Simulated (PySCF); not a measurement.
C3H6Si, SMILES C([SiH2]C)#C. Atoms are numbered in the order given.

```xyz
10

Si    -0.6121    -0.5240     0.0000
C      0.8453    -1.7038     0.0000
C     -0.0211     1.2161     0.0000
C      0.3917     2.3656     0.0000
H     -1.4611    -0.7320    -1.2113
H     -1.4611    -0.7320     1.2113
H      1.4728    -1.5484     0.8913
H      1.4728    -1.5484    -0.8913
H      0.4990    -2.7495     0.0000
H      0.7514     3.3794     0.0000
```
Charge 0, spin multiplicity 1.

Coordinates come from a r2SCAN-D4/def2-SVP optimisation.

All values below come from PySCF with PBE0/def2-TZVP.

ESP charges are fitted to the potential on shells at 1.4 to 2.0 van der Waals radii. Atomic charges (e):

| atom | Mulliken | Löwdin | ESP fit |
|---|---|---|---|
| Si1 | 0.27 | 0.27 | 0.59 |
| C2 | -0.50 | -0.46 | -0.61 |
| C3 | -0.15 | -0.21 | -0.16 |
| C4 | -0.20 | -0.10 | -0.37 |
| H5 | -0.02 | -0.02 | -0.12 |
| H6 | -0.02 | -0.02 | -0.12 |
| H7 | 0.15 | 0.13 | 0.17 |
| H8 | 0.15 | 0.13 | 0.17 |
| H9 | 0.14 | 0.13 | 0.15 |
| H10 | 0.18 | 0.13 | 0.31 |

Computed Mayer and Wiberg (Löwdin basis) orders of the bonds:
```csv
bond,Mayer,Wiberg
Si1–C2,1.02,1.24
Si1–C3,1.01,1.17
C3–C4,2.71,3.01
Si1–H5,0.94,0.91
Si1–H6,0.94,0.91
C2–H7,0.95,0.90
C2–H8,0.95,0.90
C2–H9,0.95,0.90
C4–H10,0.97,0.92
```
